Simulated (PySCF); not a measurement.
CH₅Si, doublet, geometry from GFN2-xTB; CCSD/6-31G run with PySCF.

Here is a job for PySCF.
```python
from pyscf import gto, scf, cc

mol = gto.Mole()
mol.atom = '''
    C    -0.009619    0.085584   -1.207927
    Si    0.006934    0.023373    0.684427
    H    -0.034321   -0.918997   -1.628565
    H    -0.879928    0.618393   -1.581170
    H     0.874747    0.582172   -1.597709
    H    -1.215595   -0.536052    1.247971
    H     1.215737   -0.586242    1.225054
'''
mol.basis = '6-31g'
mol.charge = 0
mol.spin = 1
mol.verbose = 4
mol.build()

mf = scf.UHF(mol)
mf.kernel()

mycc = cc.CCSD(mf)
mycc.kernel()
print('E(CCSD) = %.10f' % mycc.e_tot)
```

**Question.** Predict the main parts of the log of this PySCF run.

**Answer.** 
```
PySCF version 2.14.0

[INPUT] verbose = 4
[INPUT] num. atoms = 7
[INPUT] num. electrons = 25
[INPUT] charge = 0
[INPUT] spin (= nelec alpha-beta = 2S) = 1
[INPUT] symmetry False subgroup None
[INPUT] Mole.unit = angstrom
[INPUT] Symbol           X                Y                Z      unit          X                Y                Z       unit  Magmom
[INPUT]  1 C     -0.009619000000   0.085584000000  -1.207927000000 AA   -0.018177275592   0.161730320645  -2.282651208468 Bohr   0.0
[INPUT]  2 Si     0.006934000000   0.023373000000   0.684427000000 AA    0.013103360948   0.044168568709   1.293379582258 Bohr   0.0
[INPUT]  3 H     -0.034321000000  -0.918997000000  -1.628565000000 AA   -0.064857290321  -1.736652639297  -3.077541826052 Bohr   0.0
[INPUT]  4 H     -0.879928000000   0.618393000000  -1.581170000000 AA   -1.662822929336   1.168593407348  -2.987978256379 Bohr   0.0
[INPUT]  5 H      0.874747000000   0.582172000000  -1.597709000000 AA    1.653032258285   1.100145637390  -3.019232436753 Bohr   0.0
[INPUT]  6 H     -1.215595000000  -0.536052000000   1.247971000000 AA   -2.297141628391  -1.012991468525   2.358323401400 Bohr   0.0
[INPUT]  7 H      1.215737000000  -0.586242000000   1.225054000000 AA    2.297409969500  -1.107836822717   2.315016547803 Bohr   0.0

nuclear repulsion = 55.6336789133229
number of shells = 22
number of NR pGTOs = 88
number of NR cGTOs = 32
basis = 6-31g
ecp = {}

******** <class 'pyscf.scf.uhf.UHF'> ********
method = UHF
initial guess = minao
damping factor = 0
level_shift factor = 0
DIIS = <class 'pyscf.scf.diis.CDIIS'>
diis_start_cycle = 1
diis_space = 8
diis_damp = 0
SCF conv_tol = 1e-09
SCF conv_tol_grad = None
SCF max_cycles = 50
direct_scf = True
direct_scf_tol = 1e-13
number electrons alpha = 13  beta = 12
Set gradient conv threshold to 3.16228e-05
init E= -329.495174105793

cycle= 1 E= -329.57769514244  delta_E= -0.0825  |g|= 0.129  |ddm|= 1.47
cycle= 2 E= -329.5963173774  delta_E= -0.0186  |g|= 0.0361  |ddm|= 0.276
cycle= 3 E= -329.598294448072  delta_E= -0.00198  |g|= 0.0106  |ddm|= 0.103
cycle= 4 E= -329.598485990701  delta_E= -0.000192  |g|= 0.00585  |ddm|= 0.0248
cycle= 5 E= -329.598559628095  delta_E= -7.36e-05  |g|= 0.00285  |ddm|= 0.0169
cycle= 6 E= -329.598580596474  delta_E= -2.1e-05  |g|= 0.00108  |ddm|= 0.0108
cycle= 7 E= -329.598583932033  delta_E= -3.34e-06  |g|= 0.000325  |ddm|= 0.00548
cycle= 8 E= -329.598584216342  delta_E= -2.84e-07  |g|= 9.54e-05  |ddm|= 0.00187
cycle= 9 E= -329.598584237877  delta_E= -2.15e-08  |g|= 3.79e-05  |ddm|= 0.000422
cycle= 10 E= -329.598584241348  delta_E= -3.47e-09  |g|= 1.32e-05  |ddm|= 0.000152
cycle= 11 E= -329.598584241831  delta_E= -4.82e-10  |g|= 3.11e-06  |ddm|= 6.63e-05
Extra cycle  E= -329.598584241849  delta_E= -1.78e-11  |g|= 1.89e-06  |ddm|= 7.7e-06
converged SCF energy = -329.598584241849  <S^2> = 0.75484616  2S+1 = 2.0048403

******** <class 'pyscf.cc.uccsd.UCCSD'> ********
CC2 = 0
CCSD nocc = (np.int64(13), np.int64(12)), nmo = (32, 32)
max_cycle = 50
direct = 0
conv_tol = 1e-07
conv_tol_normt = 1e-06
diis_space = 6
diis_start_cycle = 0
diis_start_energy_diff = 1e+09
Init t2, MP2 energy = -0.142826882975414
Init E_corr(UCCSD) = -0.142826882979622
cycle = 1  E_corr(UCCSD) = -0.162490805476551  dE = -0.0196639225  norm(t1,t2) = 0.057951
cycle = 2  E_corr(UCCSD) = -0.168803530407369  dE = -0.00631272493  norm(t1,t2) = 0.0222958
cycle = 3  E_corr(UCCSD) = -0.172492633402071  dE = -0.00368910299  norm(t1,t2) = 0.0102978
cycle = 4  E_corr(UCCSD) = -0.172465598516296  dE = 2.70348858e-05  norm(t1,t2) = 0.00221671
cycle = 5  E_corr(UCCSD) = -0.172447404159116  dE = 1.81943572e-05  norm(t1,t2) = 0.000823903
cycle = 6  E_corr(UCCSD) = -0.172462754504277  dE = -1.53503452e-05  norm(t1,t2) = 0.000315227
cycle = 7  E_corr(UCCSD) = -0.172462979897571  dE = -2.25393294e-07  norm(t1,t2) = 8.58566e-05
cycle = 8  E_corr(UCCSD) = -0.172462533032656  dE = 4.46864916e-07  norm(t1,t2) = 2.39328e-05
cycle = 9  E_corr(UCCSD) = -0.172462633152984  dE = -1.00120328e-07  norm(t1,t2) = 8.01483e-06
cycle = 10  E_corr(UCCSD) = -0.172462591662011  dE = 4.14909737e-08  norm(t1,t2) = 3.0571e-06
cycle = 11  E_corr(UCCSD) = -0.172462551006737  dE = 4.06552732e-08  norm(t1,t2) = 1.01728e-06
cycle = 12  E_corr(UCCSD) = -0.172462527137713  dE = 2.38690241e-08  norm(t1,t2) = 3.8623e-07
UCCSD converged
E(UCCSD) = -329.7710467689865  E_corr = -0.1724625271377132
E(CCSD) = -329.7710467690
```
